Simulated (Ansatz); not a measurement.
Ansatz results at the PBE0-D4/def2-TZVP geometry: HOMO energy (ωB97M-V/def2-TZVPP) -9.52 eV; size of the dipole moment (PBE/def2-TZVPP) 1.90 D; HOMO–LUMO gap (PBE/def2-TZVPP) 4.19 eV.

Each molecule was computed in one conformer, which needn't be the lowest.

Which molecule gave them?
A. `[O]=[Mo]([OH])([OH])([OH])[Cl]`
B. `[F][Mo](=[S])(=[S])[Cl]`
C. `[F][Mo]([F])(=[S])=[S]`
D. `[NH]=[Mo](=[NH])([NH2])[OH]`

D. The others give `[F][Mo](=[S])(=[S])[Cl]`: -9.76, 0.37, 2.24; `[F][Mo]([F])(=[S])=[S]`: -9.82, 0.09, 2.39; `[O]=[Mo]([OH])([OH])([OH])[Cl]`: -10.88, 2.36, 2.89.
